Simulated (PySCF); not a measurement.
Below is a simulated gas-phase Cl 2p photoelectron spectrum of Ge(OH)Cl3 (`[OH][Ge]([Cl])([Cl])[Cl]`).

Every computed line was given a Gaussian of 0.8 eV full width at half maximum and an area set by the number of equivalent atoms (split 2:1 within a doublet); the highest printed point is 100. Computed with PySCF, delta-SCF UKS SCAN, pcX-2 on the ionised atom, pcseg-1 elsewhere, spin-free X2C.

(binding energy (eV), intensity): (205.3, 0), (205.4, 1), (205.5, 2), (205.6, 4), (205.7, 8), (205.8, 15), (205.9, 25), (206.0, 39), (206.1, 57), (206.2, 74), (206.3, 89), (206.4, 99), (206.5, 100), (206.6, 93), (206.7, 79), (206.8, 62), (206.9, 44), (207.0, 29), (207.1, 18), (207.2, 11), (207.3, 8), (207.4, 8), (207.5, 11), (207.6, 16), (207.7, 24), (207.8, 32), (207.9, 41), (208.0, 47), (208.1, 50), (208.2, 49), (208.3, 44), (208.4, 36), (208.5, 27), (208.6, 18), (208.7, 12), (208.8, 7), (208.9, 4), (209.0, 2), (209.1, 1), (209.2, 0), (209.3, 0)

Task: How many maxima does the curve show, and how many computed lines lie under it?

Result: The curve has 2 maxima (at 206.5 and 208.1 eV). Under it lie 2 lines from 1 inequivalent chlorine site, drawn as a 2p3/2, 2p1/2 pair.

Task: Decompose the envelope and assign each component. Bonds: Ge1–O2, Ge1–Cl4, Ge1–Cl5, Ge1–Cl6. Hydrogens: H3 on O2.

Result: 
```
position (eV)  relative area      line        atoms            environment
       206.46           2.00  Cl 2p3/2  Cl4/Cl5/Cl6  chlorine bonded to Ge
       208.12           1.00  Cl 2p1/2  Cl4/Cl5/Cl6  chlorine bonded to Ge
```

The curve has no shake-up lines and no vibrational structure. Topologically equivalent atoms share the value of their first member; where this conformer doesn't relate them by symmetry, their own values could differ. For 2p shells one spin-free hole was relaxed; a mean-field spin–orbit operator and the ground-state splitting of the three 2p orbitals were then diagonalised within the shell. The shell's mean is (2 × 2p3/2 + 2p1/2)/3, and the degeneracies 2j + 1 give areas of 2:1. 2p1/2 minus 2p3/2 (ligand field included): Cl 1.65 eV. Geometry: PBE0-D3(BJ)/def2-SVP; no solvent, vibrations or thermal averaging.
